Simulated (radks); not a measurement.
Valence configurations of Ag3+ (all share [Kr]). Calculated with a radial shooting solver on a logarithmic mesh with Libxc functionals: scalar-relativistic Kohn-Sham, SCAN, spin-polarised, spherical densities, finite nucleus; open shells are filled with parallel spins first (spin-orbit coupling, left out, can overturn this in heavy ions); meta-GGA in the generalised Kohn-Sham scheme; Fermi nuclear charge, rms radius 4.5454 fm. Energies are relative to 4d8; eigenvalues in eV for spin up.

| valence | E (eV) | moment (Bohr magnetons) | e(4d) | e(5p) | e(5s) |
|---|---|---|---|---|---|
| 4d8 | 0.000 | 2 | -44.918 | - | - |
| 4d7 5s1 | 11.688 | 4 | -50.083 | - | -34.714 |
| 4d7 5p1 | 20.329 | 4 | -51.198 | -26.572 | - |
| 4d5 5p3 | 65.836 | 8 | -63.519 | -31.530 | - |
| 4d5 5s1 5p2 | 56.115 | 8 | -62.453 | -31.007 | -40.706 |
| 4d4 5s1 5p3 | 89.170 | 8 | -67.809 | -33.146 | -43.387 |
| 4d7.5 5p0.5 | 10.016 | 3 | -48.082 | -24.945 | - |
| 4d6.5 5s1 5p0.5 | 22.117 | 5 | -53.203 | -27.356 | -36.225 |
| 4d4 5p4 | 104.19 | 6 | -69.036 | -33.178 | - |
| 4d5.5 5s2 5p0.5 | 39.030 | 5 | -58.356 | -28.525 | -37.835 |

NIST lists [Kr] 4d8 as the ground configuration; this level of theory agrees among the configurations tried. The energies are those of spherical high-spin densities, not of single terms.
